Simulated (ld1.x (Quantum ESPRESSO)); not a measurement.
The numbers below are computed, except where a source is named.
**Potentials for silicon compared**

Generated with ld1.x 7.5 (TM, RRKJ, ultrasoft, PAW), atompaw 4.2 or ONCVPSP 4.0.1. The cutoff is in Ry: for ld1.x and atompaw files where the sum of valence levels is converged to 10 mRy in a Bessel basis, for ONCV files where the hardest occupied wave has 1 mHa per electron of residual kinetic energy. The error is the largest all-electron minus pseudo excitation energy over each file’s own four to seven test configurations (ionisations up to +4, promotions, holes and added fractions of an electron), all of which were solved. The labels leave out finer settings (local radius, basis sizes, second energies), which also bear on the numbers. Spin-polarised tests are not counted. The rows are a selection from randomly drawn settings: files with unsolved tests, undetermined cutoffs or missed reference levels are left out.

```csv
potential,cutoff (Ry),largest error (meV),bound ghosts
"ultrasoft, LDA (PZ), non-relativistic, rc 1.65/1.55/1.70 (spd), local smoothed, core correction yes, reference 3s1.75 3p2.25",10,+9.7,none
"TM, PBE, non-relativistic, rc 1.70/1.40 (sp), local smoothed, core correction no, reference 3s2 3p1.75",45,+76,none
"ultrasoft, PBE, scalar-relativistic, rc 1.55/2.10 (sp), local smoothed, core correction yes, reference 3s2 3p2",15,-5.9,none
"RRKJ, PBE, scalar-relativistic, rc 1.70/1.50 (sp), local s, core correction no, reference 3s2 3p0.5",25,+60,none
"TM, BLYP, scalar-relativistic, rc 1.35/2.00/2.15 (spd), local d, core correction no, reference 3s2 3p1.5",35,+266,none
"ultrasoft, PBE, non-relativistic, rc 1.65/1.75 (sp), local smoothed, core correction yes, reference 3s1.5 3p2.5",10,+70,none
```

Task: Fill in the row for Si: PAW, PBEsol, non-relativistic, rc 1.70/1.60 (sp), local smoothed, core correction yes, reference 3s2 3p1.5.

Result: cutoff 10 Ry, largest error -58 meV, bound ghosts: none.

Task: Fill in the row for Si: TM, BLYP, scalar-relativistic, rc 1.20/1.28 (sp), local s, core correction yes, reference 3s2 3p2.

Result: cutoff 80 Ry, largest error +57 meV, bound ghosts: none.

Task: Fill in the row for Si: ultrasoft, PBEsol, scalar-relativistic, rc 1.45/1.90 (sp), local smoothed, core correction yes, reference 3s2 3p0.

Result: cutoff 18 Ry, largest error +49 meV, bound ghosts: none.
